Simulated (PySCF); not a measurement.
CH11NSi3, SMILES C[SiH2]N[SiH2][SiH3].

Geometry optimised at PBE-D3(BJ)/def2-SVP. This is a generated structure with no PubChem entry under its InChIKey; it may be hypothetical. One conformer was computed; it need not be the lowest.

Level of theory: PBE-D3(BJ)/def2-SVP (PySCF 2.14.0).

Frequencies are harmonic and unscaled.

Computed normal modes with their intensities:
| mode | ν (cm⁻¹) | IR (km/mol) | moving atoms (share of kinetic energy) |
|---|---|---|---|
| 1 | 21 | 0.5 | Si 44 %, H 37 %, C 17 % |
| 2 | 37 | 0.4 | C 36 %, Si 27 %, H 26 %, N 11 % |
| 3 | 105 | 0.5 | H 90 % |
| 4 | 123 | 1.9 | Si 46 %, H 33 %, N 16 % |
| 5 | 154 | 0.2 | H 81 %, Si 11 % |
| 6 | 190 | 1.7 | H 53 %, Si 25 %, N 15 % |
| 7 | 235 | 2.4 | H 40 %, N 26 %, Si 24 %, C 10 % |
| 8 | 328 | 25.0 | H 91 % |
| 9 | 363 | 55.6 | H 68 %, N 20 %, Si 11 % |
| 10 | 401 | 11.3 | Si 64 %, H 33 % |
| 11 | 467 | 6.9 | H 86 %, Si 14 % |
| 12 | 490 | 15.5 | H 64 %, Si 31 % |
| 13 | 548 | 2.7 | H 64 %, Si 32 % |
| 14 | 608 | 1.4 | H 51 %, Si 23 %, N 16 %, C 10 % |
| 15 | 668 | 1.7 | H 51 %, C 29 %, Si 18 % |
| 16 | 696 | 1.4 | H 85 %, Si 9 % |
| 17 | 727 | 30.5 | H 58 %, C 22 %, Si 19 % |
| 18 | 782 | 513.4 | H 84 %, Si 13 % |
| 19 | 806 | 50.8 | H 63 %, N 25 %, Si 10 % |
| 20 | 849 | 48.1 | H 89 %, Si 9 % |
| 21 | 864 | 22.6 | H 82 %, C 15 % |
| 22 | 879 | 35.1 | H 93 % |
| 23 | 893 | 96.5 | H 91 % |
| 24 | 899 | 89.0 | H 91 % |
| 25 | 902 | 208.2 | H 89 %, Si 8 % |
| 26 | 908 | 58.1 | H 79 %, Si 10 %, N 9 % |
| 27 | 918 | 65.0 | H 50 %, N 36 %, Si 13 % |
| 28 | 1144 | 150.2 | H 70 %, N 27 % |
| 29 | 1215 | 26.3 | H 78 %, C 21 % |
| 30 | 1380 | 4.2 | H 96 % |
| 31 | 1382 | 3.2 | H 96 % |
| 32 | 2130 | 109.6 | H 98 % |
| 33 | 2136 | 42.0 | H 98 % |
| 34 | 2147 | 52.1 | H 96 % |
| 35 | 2148 | 176.0 | H 97 % |
| 36 | 2152 | 97.3 | H 96 % |
| 37 | 2158 | 36.6 | H 96 % |
| 38 | 2166 | 195.3 | H 96 % |
| 39 | 2970 | 2.6 | H 97 % |
| 40 | 3071 | 5.5 | H 91 %, C 9 % |
| 41 | 3073 | 3.7 | H 91 %, C 9 % |
| 42 | 3497 | 28.5 | H 93 % |
